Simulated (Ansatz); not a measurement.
CH6Si3, SMILES `[SiH2]=C=[SiH][SiH3]` (charge 0, multiplicity 1).

The numbers are results of r2SCAN0/cc-pVTZ // PBE0-D3(BJ)/def2-TZVP in Ansatz (an electronic-structure program), not measurements.

Ansatz 0.2 input:
```yaml
crystal:
  periodic: [false, false, false]
  atoms:
    - { symbol: Si, position_ang: [2.693908, 0.174497, 0.495462] }
    - { symbol: C, position_ang: [1.262685, -0.195215, -0.295234] }
    - { symbol: Si, position_ang: [-0.229171, -0.522932, -0.996151] }
    - { symbol: Si, position_ang: [-2.224924, 0.166514, -0.014636] }
    - { symbol: H, position_ang: [3.333069, -0.717901, 1.48983] }
    - { symbol: H, position_ang: [3.464536, 1.416196, 0.254728] }
    - { symbol: H, position_ang: [-0.335743, -1.262712, -2.282302] }
    - { symbol: H, position_ang: [-3.103918, -1.006551, 0.241513] }
    - { symbol: H, position_ang: [-1.911001, 0.85115, 1.2634] }
    - { symbol: H, position_ang: [-2.949445, 1.09695, -0.922016] }
basis:
  gaussian: { orbitals: cc-pVTZ }
hamiltonian:
  xc: r2scan0
```

Output:

```
Functional definition: r2SCAN0
1385 factors; their error is unknown
mean field evaluation 1: about -24752.1074 eV, gradient 6.2e1 eV
mean field evaluation 2: about -24717.9197 eV, gradient 1.0e2 eV
mean field evaluation 4: about -24762.0867 eV, gradient 3.4e0 eV
mean field evaluation 8: about -24762.1225 eV, gradient 1.9e-1 eV
mean field evaluation 16: about -24762.2151 eV, gradient 4.6e-5 eV
mean field -24762.21514618 eV, -909.9946221898 hartree, gradient 4.6e-5 eV, S^2 0.000000; 0 other end points of the search recorded, 0 dependent functions left out
reference -24762.21515824 eV, -909.9946226332 hartree; 27, 27 occupied and 189, 189 virtual orbitals, 1385 factors
Total energy: -24762.21515824 eV, -909.9946226332 hartree
```
